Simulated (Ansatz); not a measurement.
Cl2Pb, charge +1, doublet, at a GFN2-xTB geometry (such geometries of metal compounds can be far from the true shape) (a state made from the parent by changing its charge; the spin is typed, not shown lowest) (core potentials on Pb); Ansatz (a program for electronic structure) with PBE0/def2-SV(P).

Ansatz was given this input:
Ansatz 0.2 input:
```yaml
crystal:
  periodic: [false, false, false]
  atoms:
    - {symbol: Pb, position_ang: [0.01015581, -0.01565948, 0.63472292]}
    - {symbol: Cl, position_ang: [0.88949124, 1.05107845, -1.52042667]}
    - {symbol: Cl, position_ang: [-0.93847809, -0.97554448, -1.54117802]}
basis:
  gaussian:
    orbitals: def2-SV_P_.json
hamiltonian:
  xc: pbe0
total_charge: 1
magnetization: {spin_polarized: true, initial_magnetization: 1}
```
The basis file holds def2-SV(P) in the JSON format of the Basis Set Exchange.

What does Ansatz print? Leave out banner, timings and long lists.


```
Functional definition: PBE0
667 factors; integrals over basis functions are off by at most 1.6e-4 eV
mean field evaluation 1: about -30260.4905 eV, gradient 3.2e1 eV
mean field evaluation 2: about -30181.8898 eV, gradient 9.8e1 eV
mean field evaluation 4: about -30270.7513 eV, gradient 3.7e0 eV
mean field evaluation 8: about -30270.9162 eV, gradient 8.4e-2 eV
mean field evaluation 16: about -30270.9163 eV, gradient 4.8e-5 eV
mean field evaluation 32: about -30268.9249 eV, gradient 6.3e-1 eV
mean field -30270.91628062 eV, -1112.4356549489 hartree, gradient 4.8e-5 eV, S^2 0.754800; 2 other end points of the search recorded, 0 dependent functions left out
reference -30270.91630320 eV, -1112.4356557785 hartree; 28, 27 occupied and 34, 35 virtual orbitals, 667 factors
Total energy: -30270.91630320 eV, -1112.4356557785 hartree
```
